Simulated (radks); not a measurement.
The numbers below are computed, except where a source is named.
Problem. Se, 34 electrons, occupied as [Ar] 3d10 4s2 4p4. Level of theory: non-relativistic Kohn-Sham, r2SCAN, spin-polarised, spherical densities, point nucleus; open shells are filled with parallel spins first; meta-GGA in the generalised Kohn-Sham scheme (a radial shooting solver on a logarithmic mesh with Libxc functionals). Some entries of the table are withheld. Estimate them.

| orbital | occ. | eigenvalue (eV) | <1/r> (bohr^-1) | <r> (bohr) |
|---|---|---|---|---|
| 1s up | 1 | -12333.64 | 33.49 | 0.04500 |
| 1s down | 1 | -12333.49 | 33.49 | 0.04500 |
| 2s up | 1 | -1574.800 | 7.420 | 0.1998 |
| 2s down | 1 | -1574.780 | 7.420 | 0.1998 |
| 2p up | 3 | -1411.954 | 7.381 | 0.1728 |
| 2p down | 3 | -1411.844 | 7.380 | 0.1728 |
| 3s up | 1 | -211.8244 | 2.432 | 0.5836 |
| 3s down | 1 | -211.6980 | 2.431 | 0.5837 |
| 3p up | 3 | -155.1590 | 2.311 | 0.5936 |
| 3p down | 3 | -155.0024 | 2.311 | 0.5935 |
| 3d up | 5 | (1) | 2.034 | 0.6286 |
| 3d down | 5 | (2) | 2.038 | 0.6262 |
| 4s up | 1 | -18.2012 | 0.7152 | 1.838 |
| 4s down | 1 | -16.1238 | 0.7149 | 1.846 |
| 4p up | 3 | -7.5520 | 0.5773 | 2.263 |
| 4p down | 1 | -5.6180 | 0.5651 | 2.334 |

Solution. 
(1) 3d up eigenvalue (eV): -55.5598
(2) 3d down eigenvalue (eV): -55.3305
